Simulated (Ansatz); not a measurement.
# A geometry optimisation of AlH2IMgO with r2SCAN-D4/def2-SVP

The starting geometry of this gas-phase singlet was optimised with GFN2-xTB.

```xyz
6

Al    0.6183   -0.1959   -1.0989
I    -1.4443    1.2105   -0.2792
Mg    0.4798    0.2967    1.7729
O     1.3546   -0.4584    0.3121
H     0.6361   -0.4018   -2.5867
H     0.6808    0.3695    3.3014
```

**Question.** Where would you expect an optimisation with r2SCAN-D4/def2-SVP to take it?

**Answer.** 2 bonds break, leaving `[MgH][O][AlH][I]`. Contacts that open: Al1–Mg3 (2.92 → 3.49 Å), I2–Mg3 (2.96 → 5.07 Å).

The energy falls by 0.44 eV over 20 steps:

| step | E − E(last) (eV) |
| --- | --- |
| 1 | 0.442 |
| 3 | 0.107 |
| 5 | 0.072 |
| 7 | 0.068 |
| 9 | 0.057 |
| 12 | 0.015 |
| 14 | 0.005 |
| 16 | 0.001 |
| 18 | 0.000 |
| 20 | 0.000 |

Final geometry (Å):

```yaml
atoms:
  - { symbol: Al, position_ang: [0.1807, 0.0757, -1.1428] }
  - { symbol: I, position_ang: [-1.9244, 1.3064, -1.6678] }
  - { symbol: Mg, position_ang: [1.0315, 0.0122, 2.2375] }
  - { symbol: O, position_ang: [0.6870, -0.0192, 0.4561] }
  - { symbol: H, position_ang: [0.9608, -0.5720, -2.3510] }
  - { symbol: H, position_ang: [1.3897, 0.0175, 3.8896] }
```

The end wasn't checked by frequencies. Atoms past krypton carry core potentials, without spin–orbit terms. Run with Ansatz 0.2.0, 43 s on 2 threads of Arm Neoverse V2 (shared host).
